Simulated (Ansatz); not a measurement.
Molecule: CH2F3Si (charge 0, doublet). It need not be the lowest isomer of its formula. 
Coordinates optimised at B3LYP-D3(BJ)/def2-TZVP (Ansatz, an electronic-structure program):
SMILES: [CH2][Si](F)(F)F
```xyz
7

Si    -0.0021     0.0000     0.0001
F      0.4454     1.4115    -0.5583
F      0.4528    -1.1084    -1.0337
F      0.8260    -0.2464     1.3276
C     -1.7938    -0.0585     0.2733
H     -2.3620     0.8159     0.5648
H     -2.3629    -0.9744     0.1741
```
Charge 0, spin multiplicity 2.

Dipole moments at this geometry, in debye (magnitudes).

```csv
level,program,dipole (D)
SVWN5/def2-TZVPD,Ansatz,2.39
PBE/def2-TZVPD,Ansatz,2.31
r2SCAN/def2-TZVPD,Ansatz,2.34
B3LYP/def2-TZVPD,Ansatz,2.40
BHLYP/def2-TZVPD,Ansatz,2.51
r2SCANh/def2-TZVPD,Ansatz,2.38
CAM-B3LYP/def2-TZVPD,Ansatz,2.45
LC-wPBE/def2-TZVPD,Ansatz,2.44
wB97M-V/def2-TZVPD,Ansatz,2.40
CCSD(T)/aug-cc-pV(D+d)Z,Ansatz,2.40
```
